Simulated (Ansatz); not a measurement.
`NC1([SiH3])CO1` → `NC1CO1` + `[SiH2]` at 600 K and 1 bar (silylene formation by 1,1-elimination).

Computed with Ansatz on PBE0-D4/def2-TZVP structures; ΔE is electronic, products minus reactants. CCSD(T)/CBS adds triple-zeta CCSD(T) − MP2 to the extrapolated MP2 energy (def2 sets, frozen cores). This one scheme is used for every species. One conformer a species, not always the lowest.

| species | CCSD(T)/CBS energy (Eh) | H − E (kJ/mol) | S (J/(mol·K)) |
| --- | --- | --- | --- |
| `NC1([SiH3])CO1` | -499.21288 | 297.9 | 425.8 |
| `NC1CO1` | -208.93796 | 239.3 | 338.0 |
| `[SiH2]` | -290.19011 | 52.1 | 233.9 |

H − E and S are ideal-gas, rigid-rotor, harmonic terms from PBE0-D4/def2-TZVP, for one conformer and one mirror image of each species. 1 Eh = 2625.50 kJ/mol, R = 8.31446 J/(mol·K).

**Question.** By hand: ΔE, ΔH, ΔS and ΔG.

**Answer.** ΔE = (-208.93796) + (-290.19011) − (-499.21288) = 0.08481 Eh = 222.7 kJ/mol. Δ(H − E) = 239.3 + 52.1 − 297.9 = -6.5, so ΔH = 216.2 kJ/mol. ΔS = 338.0 + 233.9 − 425.8 = 146.1 J/(mol·K). ΔG = 216.2 − 600 × (146.1)/1000 = 128.5 kJ/mol.

**Question.** By hand: the equilibrium constant, and the temperature at which ΔG would vanish if ΔH and ΔS stayed fixed.

**Answer.** log₁₀ K = −ΔG/(RT ln 10) = -11.2. ΔG = 0 at ΔH/ΔS = 1480 K.

The number of gas molecules changes by +1, which sets the sign of ΔS. A doubt of 5 kJ/mol in ΔE shifts log₁₀ K by 0.4 here. Other conformers and mirror images would add mixing entropy, several J/(mol·K) or more a flexible species. These are equilibria of isolated gas molecules and say nothing of rates. Largest T1 diagnostic: 0.014 (customary marks: 0.02 for closed shells, 0.045 for open ones).
